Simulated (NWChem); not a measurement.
Molecule: CHF$_{2}$NOSi; SMILES N#CO[SiH](F)F

```xyz
7

N      0.2331    -2.9529    -0.1244
C     -0.1109    -1.8652     0.0861
O     -0.5193    -0.6755     0.3366
Si    -0.0067     0.7796    -0.3298
F      1.4239     1.1278     0.2843
F     -1.0744     1.8366     0.1982
H      0.0440     0.7095    -1.7923
```
Atoms are numbered in this order, from 1.

All runs use the structure optimised with PBE0/def2-SVP.

### Question
Give the principal values of the shielding tensors (ppm) of N1, C2, O3, Si4, F5 from Hartree-Fock/6-31G* (spherical d), GIAO (NWChem), with their diamagnetic and paramagnetic parts as GIAO splits them.

### Answer
| atom | σ11 | σ22 | σ33 | isotropic | diamagnetic | paramagnetic |
|---|---|---|---|---|---|---|
| N1 | -37.3 | -10.7 | 336.3 | 96.1 | 331.0 | -234.8 |
| C2 | 2.7 | 6.5 | 288.4 | 99.2 | 257.7 | -158.5 |
| O3 | 266.1 | 269.7 | 347.4 | 294.4 | 395.7 | -101.3 |
| Si4 | 486.2 | 503.7 | 538.7 | 509.5 | 874.5 | -365.0 |
| F5 | 307.3 | 330.5 | 430.0 | 355.9 | 470.5 | -114.5 |
